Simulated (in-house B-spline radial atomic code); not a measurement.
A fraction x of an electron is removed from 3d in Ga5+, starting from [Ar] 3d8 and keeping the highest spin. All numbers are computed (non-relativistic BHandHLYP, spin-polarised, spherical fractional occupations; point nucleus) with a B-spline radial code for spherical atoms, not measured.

Caution: exact exchange at fractional occupations of open shells leaves self-interaction of up to several eV.

```json
{"x": "0", "E(x) - E(0) (eV)": "0.0000", "3d down level (eV)": "-101.867"}
{"x": "0.05", "E(x) - E(0) (eV)": "5.1219", "3d down level (eV)": "-103.009"}
{"x": "0.13", "E(x) - E(0) (eV)": "13.4359", "3d down level (eV)": "-104.844"}
{"x": "0.35", "E(x) - E(0) (eV)": "37.0611", "3d down level (eV)": "-109.944"}
{"x": "0.46", "E(x) - E(0) (eV)": "49.2966", "3d down level (eV)": "-112.522"}
{"x": "0.5", "E(x) - E(0) (eV)": "53.8163", "3d down level (eV)": "-113.464"}
{"x": "0.51", "E(x) - E(0) (eV)": "54.9521", "3d down level (eV)": "-113.700"}
{"x": "0.66", "E(x) - E(0) (eV)": "72.2735", "3d down level (eV)": "-117.258"}
{"x": "0.8", "E(x) - E(0) (eV)": "88.9239", "3d down level (eV)": "-120.610"}
{"x": "0.89", "E(x) - E(0) (eV)": "99.8764", "3d down level (eV)": "-122.780"}
{"x": "1", "E(x) - E(0) (eV)": "113.5289", "3d down level (eV)": "-125.450"}
```

The exact functional would give a straight line between the two integer points. Deviations E(x) - E(0) - x[E(1) - E(0)], in eV: -0.555 at x = 0.05, -1.323 at x = 0.13, -2.674 at x = 0.35, -2.927 at x = 0.46, -2.948 at x = 0.5, -2.948 at x = 0.51, -2.656 at x = 0.66, -1.899 at x = 0.8, -1.164 at x = 0.89.

The curve lies below the straight line by up to 2.948 eV (at x = 0.5): convex, the delocalisation error, to which spherically averaged exact exchange adds.

Problem. How well does Slater's transition state (minus the level at half occupation) give the ionisation energy?

Solution. It gives 113.464 eV against 113.529 eV from the two total energies; NIST lists 112.70 eV, ground level to ground level. The end point has an open shell averaged over its orbitals, so its exact exchange keeps a self-interaction and this is no true integer point.
